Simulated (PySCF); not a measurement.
## input.py for SiTe

File input.py (PySCF 2.14):

```python
from pyscf import gto, scf, mp

mol = gto.M(
    atom='Si 0 0 0; Te 0 0 2.192',
    basis='x2c-svpall',
    charge=0,
    spin=0,
    verbose=4,
)
mf = scf.RHF(mol)
mf = mf.sfx2c1e()
mf.kernel()
mp.MP2(mf, frozen=23).kernel()
mf.dip_moment()
print('orbital energies (hartree):', mf.mo_energy[..., max(0, mol.nelec[1]-3):mol.nelec[0]+3].round(4))
```

```bash
$ OMP_NUM_THREADS=1 python input.py
```

Output (some set-up lines and the per-cycle HOMO/LUMO lines with their warnings removed):

```
PySCF version 2.14.0

[INPUT] verbose = 4
[INPUT] num. atoms = 2
[INPUT] num. electrons = 66
[INPUT] charge = 0
[INPUT] spin (= nelec alpha-beta = 2S) = 0
[INPUT] symmetry False subgroup None
[INPUT] Mole.unit = angstrom
[INPUT] Symbol           X                Y                Z      unit          X                Y                Z       unit  Magmom
[INPUT]  1 Si     0.000000000000   0.000000000000   0.000000000000 AA    0.000000000000   0.000000000000   0.000000000000 Bohr   0.0
[INPUT]  2 Te     0.000000000000   0.000000000000   2.192000000000 AA    0.000000000000   0.000000000000   4.142279665047 Bohr   0.0

nuclear repulsion = 175.748635743504
number of shells = 6
number of NR pGTOs = 141
number of NR cGTOs = 54
basis = x2c-svpall
ecp = {}

******** <class 'pyscf.x2c.sfx2c1e.sfX2C1eRHF'> ********
method = sfX2C1eRHF
initial guess = minao
damping factor = 0
level_shift factor = 0
DIIS = <class 'pyscf.scf.diis.CDIIS'>
diis_start_cycle = 1
diis_space = 8
diis_damp = 0
SCF conv_tol = 1e-09
SCF conv_tol_grad = None
SCF max_cycles = 50
direct_scf = True
direct_scf_tol = 1e-13

******** <class 'pyscf.x2c.sfx2c1e.SpinFreeX2CHelper'> ********
approx = 1e
xuncontract = 1
Set gradient conv threshold to 3.16228e-05
Initial guess from minao.
init E= -7079.71007401624
cycle= 1 E= -7079.66967494815  delta_E= 0.0404  |g|= 0.303  |ddm|= 1.74
cycle= 2 E= -7079.68960661499  delta_E= -0.0199  |g|= 0.26  |ddm|= 1.02
cycle= 3 E= -7079.71737642147  delta_E= -0.0278  |g|= 0.021  |ddm|= 0.472
cycle= 4 E= -7079.7177138792  delta_E= -0.000337  |g|= 0.00472  |ddm|= 0.0908
cycle= 5 E= -7079.71772647893  delta_E= -1.26e-05  |g|= 0.00124  |ddm|= 0.0118
cycle= 6 E= -7079.71772765695  delta_E= -1.18e-06  |g|= 0.000429  |ddm|= 0.00434
cycle= 7 E= -7079.71772789093  delta_E= -2.34e-07  |g|= 0.000116  |ddm|= 0.00219
cycle= 8 E= -7079.71772790866  delta_E= -1.77e-08  |g|= 1.24e-05  |ddm|= 0.000737
cycle= 9 E= -7079.71772790881  delta_E= -1.57e-10  |g|= 2.42e-06  |ddm|= 6.49e-05
Extra cycle  E= -7079.71772790881  delta_E= -9.09e-13  |g|= 9.57e-07  |ddm|= 6.72e-06
converged SCF energy = -7079.71772790881

******** <class 'pyscf.mp.mp2.RMP2'> ********
nocc = 10, nmo = 31
frozen orbitals 23
E(RMP2) = -7079.90708953221  E_corr = -0.18936162339879
E(SCS-RMP2) = -7079.89972717639  E_corr = -0.1819992675787
E_corr(same-spin) = -0.052193862115209
E_corr(oppo-spin) = -0.137167761283581
Dipole moment(X, Y, Z, Debye):  0.00000,  0.00000, -0.87304
orbital energies (hartree): [-0.3523 -0.3392 -0.3392  0.0234  0.0234  0.1872]
```

In short: E(SCF) = -7079.717728 Eh, 9 cycles, E(MP2) − E(SCF) = -0.18936 Eh, μz(SCF) = -0.87 D.

It ran on Arm Neoverse V1 (1 thread, shared host) in 1.8 s, peak memory 0.16 GiB.

Stability towards an unrestricted solution was not tested. The bond length is a typed value, not an optimised one.
